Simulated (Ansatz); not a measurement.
`FC(F)(F)C1=CC(C(F)(F)F)=[O+][B-](Cl)(Cl)O1`. Total charge 0; spin multiplicity 1. The structure was optimised at the PBE0-D4/def2-TZVP level.

```xyz
17

F     0.733   -3.364    0.194
C    -0.270   -2.580    0.560
F    -0.330   -2.557    1.889
F    -1.405   -3.084    0.094
C    -0.061   -1.171    0.002
C    -0.014   -0.062    0.826
C     0.015    1.159    0.179
C    -0.105    2.478    0.945
F    -0.170    2.259    2.255
F     0.947    3.243    0.695
F    -1.204    3.118    0.567
O     0.103    1.307   -1.075
B     0.375    0.140   -2.003
Cl    2.154    0.107   -2.331
Cl   -0.696    0.284   -3.435
O     0.023   -1.133   -1.261
H    -0.094   -0.141    1.896
```

What is the dipole moment at PBE/def2-TZVPP? (An estimate is asked.)

Ansatz gave: 4.12 D, with components (-0.76, -0.28, 4.04) D in this frame, pointing from negative to positive charge.

And with r2SCAN, B3LYP, ωB97M-V? (An estimate is asked.)

Ansatz gave: r2SCAN 4.33 D, B3LYP 4.42 D, ωB97M-V 4.57 D.

Give the Mulliken charges with PBE, ωB97M-V, r2SCAN in def2-TZVPP. (Estimate.)

Computed: 
| atom | PBE | ωB97M-V | r2SCAN |
| --- | --- | --- | --- |
| F1 | -0.10 | -0.13 | -0.14 |
| C2 | 0.39 | 0.48 | 0.50 |
| F3 | -0.12 | -0.15 | -0.16 |
| F4 | -0.10 | -0.13 | -0.14 |
| C5 | 0.21 | 0.23 | 0.28 |
| C6 | -0.26 | -0.22 | -0.26 |
| C7 | 0.21 | 0.23 | 0.28 |
| C8 | 0.39 | 0.48 | 0.50 |
| F9 | -0.12 | -0.15 | -0.16 |
| F10 | -0.10 | -0.13 | -0.14 |
| F11 | -0.10 | -0.13 | -0.14 |
| O12 | -0.11 | -0.17 | -0.19 |
| B13 | 0.10 | 0.07 | 0.18 |
| Cl14 | -0.16 | -0.15 | -0.18 |
| Cl15 | -0.15 | -0.13 | -0.18 |
| O16 | -0.11 | -0.17 | -0.19 |
| H17 | 0.15 | 0.16 | 0.14 |

B3LYP here is the variant with VWN-RPA as its local correlation; programs differ in this.
